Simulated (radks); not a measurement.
The antimony ion Sb+ inside a hard spherical wall (all orbitals vanish at R), configuration held at [Kr] 4d10 5s2 5p2 and not refilled when levels cross. All-electron calculation, scalar-relativistic Kohn-Sham, PBE, spin-polarised, spherical densities, finite nucleus; open shells are filled with parallel spins first (spin-orbit coupling, left out, can overturn this in heavy ions); Fermi nuclear charge, rms radius 4.6802 fm. Program: a radial shooting solver on a logarithmic mesh with Libxc functionals. Eigenvalues in eV for spin up, with the zero of energy where the potential of the charges vanishes at infinity; a dash marks a level that is unbound or too diffuse for the functional's potential to be trusted. A positive occupied level is held by the wall or, in an anion where self-interaction has pushed it up, behind a barrier. The pressure on the wall is -dE/dV.

R (bohr)  E (hartree)  kinetic (hartree)    e(4p)    e(4d)    e(5s)    e(5p)  e(6s, empty)  e(5d, empty)  pressure (GPa)
free      -6480.99185           6778.049  -110.25  -42.005  -21.234  -12.625        -4.866        -3.818               0
20        -6480.99185           6778.049  -110.25  -42.005  -21.234  -12.625        -4.866        -3.818        < 0.0001
15        -6480.99185           6778.049  -110.25  -42.005  -21.234  -12.625        -4.864        -3.816        < 0.0001
12        -6480.99185           6778.049  -110.25  -42.005  -21.234  -12.625        -4.833        -3.796        < 0.0001
8         -6480.99132           6778.056  -110.22  -41.973  -21.209  -12.597        -3.929        -3.350          0.0317
5         -6480.92880           6778.480  -108.82  -40.620  -20.160  -11.156         6.120         1.105            9.25
4         -6480.68431           6779.734  -106.03  -37.948  -17.558   -7.460        22.611         8.467            72.5
3.5       -6480.29374           6781.470  -103.12  -35.197  -14.140   -2.755        40.417        16.569             223
3         -6479.33429           6785.398  -98.049  -30.392   -6.739    6.988        73.023        31.682             774
2.5       -6476.71062           6795.534  -88.313  -20.876   11.169   29.288        138.01        62.479            3230
2         -6468.21819           6826.581  -66.799    1.783   61.628   88.099        284.67        133.79           17800
